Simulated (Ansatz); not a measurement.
CH2I (SMILES [CH2]I), doublet, at a GFN2-xTB geometry (core potentials on I); PBE0/def2-SV(P) (Ansatz, a quantum-chemistry and plane-wave program).

Here is a job for Ansatz.
Ansatz 0.2 input:
```yaml
crystal:
  periodic: [false, false, false]
  atoms:
    - {symbol: C, position_ang: [-1.76238477, -0.01833772, 0.07881161]}
    - {symbol: I, position_ang: [0.28516808, 0.00308136, -0.00770438]}
    - {symbol: H, position_ang: [-2.28046389, 0.90745591, -0.05339585]}
    - {symbol: H, position_ang: [-2.25913562, -0.96074191, -0.01114158]}
basis:
  gaussian:
    orbitals: def2-SV_P_.json
hamiltonian:
  xc: pbe0
magnetization: {spin_polarized: true, initial_magnetization: 1}
```
The basis file holds def2-SV(P) in the JSON format of the Basis Set Exchange.

What the program printed (banner, timings and long lists left out):

```
Functional definition: PBE0
542 factors; integrals over basis functions are off by at most 5.4e-4 eV
mean field evaluation 1: about -9161.3218 eV, gradient 2.9e1 eV
mean field evaluation 2: about -9155.8810 eV, gradient 4.1e1 eV
mean field evaluation 4: about -9166.4611 eV, gradient 1.6e0 eV
mean field evaluation 8: about -9166.5675 eV, gradient 1.1e-1 eV
mean field evaluation 16: about -9166.5676 eV, gradient 1.6e-4 eV
mean field -9166.56763339 eV, -336.8651472044 hartree, gradient 2.6e-5 eV, S^2 0.755780; 0 other end points of the search recorded, 0 dependent functions left out
reference -9166.56765097 eV, -336.8651478503 hartree; 17, 16 occupied and 27, 28 virtual orbitals, 542 factors
Total energy: -9166.56765097 eV, -336.8651478503 hartree
```
